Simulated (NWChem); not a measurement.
C$_{2}$H$_{7}$AlS; SMILES [S]([AlH][CH3])C

```xyz
11

Al    -0.5170     0.8719    -0.0942
H     -2.0666     0.6564    -0.3880
C      0.3672     2.6198     0.0032
H     -0.0848     3.2438     0.7856
H      0.2533     3.1689    -0.9408
H      1.4389     2.5423     0.2165
S      0.6708    -0.9469     0.2168
C     -0.5640    -2.3140     0.0342
H     -1.5652    -1.9316    -0.1777
H     -0.5877    -2.8890     0.9622
H     -0.2467    -2.9638    -0.7841
```
Atoms are numbered in this order, from 1.

All runs: NWChem. Pople sets run with spherical d functions. STO-3G and 3-21G are far too small for this property and stand as cheap habits. Coordinates come from a B3LYP/6-31G* (spherical d) optimisation. Field at 589 nm.

Q: Order these by “anisotropy (bohr³)”, lowest first: B3LYP/6-31G*; B3LYP/STO-3G; B3LYP/def2-SVP.

A: B3LYP/STO-3G (30.2), B3LYP/6-31G* (36.3), B3LYP/def2-SVP (38.9)
